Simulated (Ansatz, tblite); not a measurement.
Cost and result up the ladder for BCl2(NH2) (BNCl₂H₂) (6 atoms). The state is a singlet with charge 0. Geometry: PBE-D4/def2-TZVP.

```xyz
6

B     0.2628   -0.2742   -0.4393
Cl    2.0001   -0.0621   -0.7102
Cl   -0.6673   -1.3295   -1.5153
N    -0.3682    0.3846    0.6145
H    -1.3600    0.2860    0.7999
H     0.1325    0.9952    1.2503
```

Ansatz on 4 threads of Arm Neoverse V2 on a shared host; xTB runs through tblite on one thread. Times are rough, summed over both states, and most runs start from the orbitals of an earlier one. PBE0-D4/def2-TZVP serves as the yardstick here, not as an exact answer. The other state is a triplet.

The xTB rows come from tblite. HOMO above LUMO, or a gap near zero within one spin, warns that the state may not be the lowest or that an electron is smeared out.

xTB has no spin-polarisation term.

| level | functions | vertical triplet (eV) | difference from PBE0-D4/def2-TZVP (eV) | remarks |
| --- | --- | --- | --- | --- |
| r2SCAN-D4/def2-TZVP | 148 | 6.05 | -0.19 | – |
| PBE-D4/def2-TZVP | 148 | 5.97 | -0.27 | gap within one spin near zero (triplet) |
| GFN2-xTB | 28 | 6.20 | -0.04 | – |
| PBE0-D4/def2-TZVP (with forces) | 148 | 6.24 | 0.00 | – |
| GFN1-xTB | 30 | 6.61 | 0.37 | – |

**Question.** Estimate how long each takes.

**Answer.** GFN1-xTB 0.006 s; GFN2-xTB 0.006 s; PBE0-D4/def2-TZVP (with forces) 3.3 s; PBE-D4/def2-TZVP 3.6 s; r2SCAN-D4/def2-TZVP 5 s. On shared hardware such times vary by a factor of up to 3.
